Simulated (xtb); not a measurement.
FH8NOSi3, SMILES F[SiH](N[SiH3])O[SiH3]. All values are semi-empirical tight-binding results from xtb (GFN2-xTB unless named), good for trends rather than for accurate numbers. Geometry optimised at GFN2-xTB. One conformer was computed; it need not be the lowest.

Optimised geometry:

Bonded distances (Å): Si1–F2 1.605, Si1–N3 1.713, Si1–O5 1.607, Si1–H7 1.447, N3–Si4 1.737, N3–H8 1.006, Si4–H9 1.464, Si4–H10 1.460, Si4–H11 1.467, O5–Si6 1.624, Si6–H12 1.461, Si6–H13 1.461, Si6–H14 1.463. Angles (°): F2–Si1–N3 106.9, F2–Si1–O5 109.1, F2–Si1–H7 106.6, N3–Si1–O5 109.3, N3–Si1–H7 117.7, O5–Si1–H7 106.9, Si1–N3–Si4 127.5, Si1–N3–H8 115.1, Si4–N3–H8 116.4, N3–Si4–H9 104.5, N3–Si4–H10 109.1, N3–Si4–H11 109.7, H9–Si4–H10 112.1, H9–Si4–H11 111.1, H10–Si4–H11 110.1, Si1–O5–Si6 153.3, O5–Si6–H12 108.5, O5–Si6–H13 102.6, O5–Si6–H14 108.3, H12–Si6–H13 112.9, H12–Si6–H14 111.5, H13–Si6–H14 112.4.

```yaml
orbital_gap: 5.41 eV
dipole_moment: 1.69 D
zero_point_energy: 49.7 kcal/mol
G − E(el) at 298.15 K (modified RRHO): 26.0 kcal/mol
static polarisability (D4 model): 103.4 bohr³
solvation energy, GFN2-xTB/ALPB(water): 0.9 kcal/mol
solvation energy, GFN2-xTB/ALPB(toluene): -1.7 kcal/mol
```

Question: Give the atomic charges and the Wiberg bond orders between heavy atoms. (An estimate is asked for; the answer gives what the named calculation found.)

Answer: charges (e) Si1 0.63, F2 -0.28, N3 -0.44, Si4 0.49, O5 -0.46, Si6 0.52, H7 -0.07, H8 0.16, H9 -0.10, H10 -0.09, H11 -0.10, H12 -0.09, H13 -0.09, H14 -0.09. Bond orders Si1–F2 1.06, Si1–N3 1.10, N3–Si4 1.02, Si1–O5 1.09, O5–Si6 1.05.
